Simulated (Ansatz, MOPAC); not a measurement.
Species: dibromogermane, GeH₂Br₂, charge 0, multiplicity 1. SMILES: [Br][GeH2][Br]

Atoms: Br1, Ge2, Br3, H4, H5. Bonds: Br1-Ge2, Ge2-Br3, Ge2-H4, Ge2-H5.

Bond lengths (Å) and angles (degrees) optimised at AM1 with MOPAC; MNDO with MOPAC; HF/6-31G* with LANL2DZ past Ar with Ansatz (an electronic-structure program); B3LYP/6-31G* with LANL2DZ past Ar with Ansatz, each started from the B3LYP-D3(BJ)/def2-TZVP structure (Ansatz) of the last column. A row stands for all coordinates that are equal there. 6-31G* holds six Cartesian d functions. No wavenumbers were computed at MNDO, so these may be saddle points.

```csv
coordinate,AM1,MNDO,HF/6-31G* with LANL2DZ past Ar,B3LYP/6-31G* with LANL2DZ past Ar,B3LYP-D3(BJ)/def2-TZVP
Br1-Ge2,2.259,2.351,2.382,2.409,2.316
Ge2-H4,1.562,1.477,1.517,1.533,1.530
Br1-Ge2-Br3,110.7,108.0,109.4,110.1,109.2
Br1-Ge2-H4,109.2,108.3,108.0,107.9,108.1
H4-Ge2-H5,109.3,115.4,115.3,115.0,115.1
```

Mean signed difference of all 4 bond lengths from B3LYP-D3(BJ)/def2-TZVP: AM1 -0.013 Å, MNDO -0.009 Å, HF/6-31G* with LANL2DZ past Ar 0.026 Å, B3LYP/6-31G* with LANL2DZ past Ar 0.048 Å.
